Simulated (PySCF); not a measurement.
## Electronic structure of C+ (carbon, charge +1) at the UHF level

Configuration: [He] 2s2 2p1, 2P determinant. Computed with PySCF 2.14 in def2-SVP (3s2p1d, 14 functions), with no relativity, point nucleus.

```
Total energy                                                  : -37.244191 hartree
One-electron energy                                           : -47.4858 hartree
Hartree (Coulomb) energy                                      : 14.9721 hartree
Exchange energy                                               : -4.7304 hartree
Kinetic energy                                                : 37.27229 hartree
⟨S²⟩                                                          : 0.7545
⟨L²⟩                                                          : 2.010
Sum of ⟨r⟩                                                    : 5.002 bohr
Sum of ⟨r²⟩                                                   : 8.246 bohr²
Traceless quadrupole moment −½Σ⟨3z² − r²⟩ along its main axis : -1.10 e·bohr²
Density at the nucleus (Gaussians lack the cusp)              : 116 bohr⁻³
Spin density at the nucleus                                   : 0.199 bohr⁻³
Langevin diamagnetic susceptibility                           : -6.53 ×10⁻⁶ cm³/mol
Time after the integrals                                      : 0.09 s of wall time on 1 thread of Neoverse-N1 (shared host)
```

```
shell  electrons  mean orbital energy (eV)  rms radius, mean of both spins (bohr)
 1s α          1                   -324.25                                  0.312
 1s β          1                   -323.40                                  0.312
 2s α          1                   -32.924                                   1.63
 2s β          1                   -29.245                                   1.63
 2p α          1                   -24.956                                   1.65
```
